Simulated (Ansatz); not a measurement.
Relaxation of Cl$_{2}$H$_{6}$OW (10 atoms, charge 0, multiplicity 1), to a largest force component of 0.03 eV/Å in at most 50 steps.

These are results of RKS CAM-B3LYP-D4/def2-SVP (Ansatz 0.2.0), not measurements.

```xyz
10
Properties=species:S:1:pos:R:3:forces:R:3
W -0.425 0.421 -0.324 -0.22 0.66 0.28
H -0.461 -0.625 2.412 0.57 -1.58 -0.25
H 1.126 0.738 0.285 0.01 0.01 -0.01
H 0.529 1.772 -0.646 0.00 0.03 -0.02
Cl -2.529 -0.635 -0.312 -0.04 0.00 0.02
H 0.332 -0.848 0.437 0.00 -0.01 0.00
O 0.073 -0.035 -2.009 0.02 -0.01 -0.03
H 0.460 0.271 -2.841 -0.02 0.00 0.05
Cl -1.227 2.080 1.157 0.22 -0.42 -0.63
H -0.712 0.018 2.618 -0.54 1.32 0.60
```

Task: Where does it end, and by what steps?

Result: The run converged. After 18 steps the energy has fallen by 0.282 eV; H2 moved furthest, 1.22 Å.

```json
{"step": "0", "energy less start (eV)": "0.0000", "largest force component (eV/Å)": "1.585", "accepted": "yes"}
{"step": "1", "energy less start (eV)": "-0.1326", "largest force component (eV/Å)": "0.199", "accepted": "yes"}
{"step": "2", "energy less start (eV)": "-0.1956", "largest force component (eV/Å)": "0.170", "accepted": "yes"}
{"step": "3", "energy less start (eV)": "-0.2423", "largest force component (eV/Å)": "0.275", "accepted": "yes"}
{"step": "4", "energy less start (eV)": "-0.2626", "largest force component (eV/Å)": "0.168", "accepted": "yes"}
{"step": "5", "energy less start (eV)": "-0.2705", "largest force component (eV/Å)": "0.108", "accepted": "yes"}
{"step": "6", "energy less start (eV)": "-0.2734", "largest force component (eV/Å)": "0.131", "accepted": "yes"}
{"step": "7", "energy less start (eV)": "-0.2741", "largest force component (eV/Å)": "0.160", "accepted": "yes"}
{"step": "8", "energy less start (eV)": "-0.2758", "largest force component (eV/Å)": "0.197", "accepted": "yes"}
{"step": "9", "energy less start (eV)": "-0.2785", "largest force component (eV/Å)": "0.066", "accepted": "yes"}
{"step": "10", "energy less start (eV)": "-0.2794", "largest force component (eV/Å)": "0.048", "accepted": "yes"}
{"step": "11", "energy less start (eV)": "-0.2804", "largest force component (eV/Å)": "0.198", "accepted": "yes"}
{"step": "12", "energy less start (eV)": "-0.2809", "largest force component (eV/Å)": "0.072", "accepted": "yes"}
{"step": "13", "energy less start (eV)": "-0.2813", "largest force component (eV/Å)": "0.080", "accepted": "yes"}
{"step": "14", "energy less start (eV)": "-0.2818", "largest force component (eV/Å)": "0.048", "accepted": "yes"}
{"step": "15", "energy less start (eV)": "-0.2818", "largest force component (eV/Å)": "0.048", "accepted": "yes"}
{"step": "16", "energy less start (eV)": "-0.2819", "largest force component (eV/Å)": "0.035", "accepted": "yes"}
{"step": "17", "energy less start (eV)": "-0.2808", "largest force component (eV/Å)": "0.123", "accepted": "no"}
{"step": "18", "energy less start (eV)": "-0.2822", "largest force component (eV/Å)": "0.018", "accepted": "yes"}
```

```xyz
10
Properties=species:S:1:pos:R:3
W -0.474 0.559 -0.580
H -0.532 -0.956 3.586
H 1.113 0.900 -0.073
H 0.464 1.922 -0.907
Cl -2.613 -0.433 -0.704
H 0.299 -0.608 0.320
O 0.121 0.009 -2.212
H 0.613 0.147 -3.030
Cl -1.114 1.918 1.138
H -0.712 -0.301 3.238
```

Whether the end is a true minimum wasn't checked by a vibrational analysis.

Run time: 47 s on 4 threads of Arm Neoverse V2, on a shared host, peak memory 0.32 GiB.
